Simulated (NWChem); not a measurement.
Molecule: SiH₃S₂OF; SMILES F[Si](O)(S)S

```xyz
8

O     -1.3234    -0.2342     1.3064
Si    -0.3500    -0.0019    -0.0049
F     -1.2743     0.2077    -1.3079
S      0.8838    -1.7311    -0.1270
S      0.8365     1.7758     0.0282
H     -2.0159     0.4304     1.4463
H     -0.0543    -2.5715     0.3638
H      1.5007     1.4581     1.1604
```
Atoms are numbered in this order, from 1.

All runs: NWChem. Geometry: optimised at B3LYP/6-31G* (spherical d). LC-ωPBE (HJS hole) with def2-SVP; x = 1 − exp(−ω/0.25 bohr⁻¹) is a scale chosen for this fit.

| row | x | −ε(HOMO) (eV) |
|---|---|---|
| ω = 0.10 | 0.330 | 7.91 |
| ω = 0.15 | 0.451 | withheld |
| ω = 0.20 | 0.551 | 9.12 |
| ω = 0.30 | 0.699 | 9.99 |
| ω = 0.40 | 0.798 | 10.59 |

Task: Fit a straight line of the last column on the one before it, predict the withheld value, and compare with the run.

Result: 
1. Means of the 4 shown rows: x = 0.5945, y = 9.402. Slope Σ(x − x̄)(y − ȳ)/Σ(x − x̄)² = 0.7101/0.1242 = 5.718; intercept 6.003.
2. The shown rows scatter about the line by 0.023 (root mean square); the largest residual is -0.03, at ω = 0.20.
3. At x = 0.451 (ω = 0.15; inside the shown range) the line gives 8.58.
4. The run gives 8.56, -0.02 from the line, 0.9 times the scatter.
